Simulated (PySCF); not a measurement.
F2OS, charge -1, doublet, at a GFN2-xTB geometry (a state made from the parent by changing its charge; the spin is typed, not shown lowest) (in this run its highest filled SCF level lies above zero, so its values depend strongly on the basis, on diffuse functions most of all). Base run: SVWN5/STO-3G run with PySCF.

Here is a job for PySCF.
```python
from pyscf import gto, scf, dft

mol = gto.Mole()
mol.atom = '''
    O     1.302563   -0.091502   -0.179801
    S    -0.137690    0.009672    0.019006
    F    -0.341904    1.865449   -0.039626
    F    -0.571149   -1.801309    0.165660
'''
mol.basis = 'sto-3g'
mol.charge = -1
mol.spin = 1
mol.verbose = 4
mol.symmetry = True
mol.build()

mf = dft.UKS(mol)
mf.xc = 'lda,vwn'
mf.kernel()
mf.analyze()
```

The base run was repeated with changes; each row names its change, and settings that it needs were set with it.

| change | ΔE vs base (eV) | point group used | SCF cycles | outcome |
|---|---|---|---|---|
| base | 0.00 | C2v | 10 | converged |
| irrep_nelec = A1:(12, 11) A2:(0, 1) B1:(4, 3) B2:(6, 6) | 11.14 | C2v | 9 | converged |
| symmetry = off | 0.00 | C1 | 11 | converged |
| symmetry_subgroup = C2 | 0.00 | C2 | 10 | converged |
| irrep_nelec = A1:(10, 11) A2:(2, 1) B1:(4, 3) B2:(6, 6) | - | - | - | input refused |
| symmetry_subgroup = Cs | 0.00 | Cs | 11 | converged |
| irrep_nelec = A1:(11, 11) A2:(0, 1) B1:(5, 3) B2:(6, 6) | - | - | - | input refused |
| irrep_nelec = A1:(11, 11) A2:(2, 1) B1:(4, 3) B2:(5, 6) | - | - | - | input refused |

Open shells are given as the SCF converged; they aren't shown to be the lowest states, and a large step between rows can be another state.

- irrep_nelec = A1:(10, 11) A2:(2, 1) B1:(4, 3) B2:(6, 6): ended with `ValueError: More electrons than orbitals for irrep A2 nelec = 2 + 1, norb = 1`
- irrep_nelec = A1:(11, 11) A2:(0, 1) B1:(5, 3) B2:(6, 6): ended with `ValueError: More electrons than orbitals for irrep B1 nelec = 5 + 3, norb = 4`
- irrep_nelec = A1:(11, 11) A2:(2, 1) B1:(4, 3) B2:(5, 6): ended with `ValueError: More electrons than orbitals for irrep A2 nelec = 2 + 1, norb = 1`
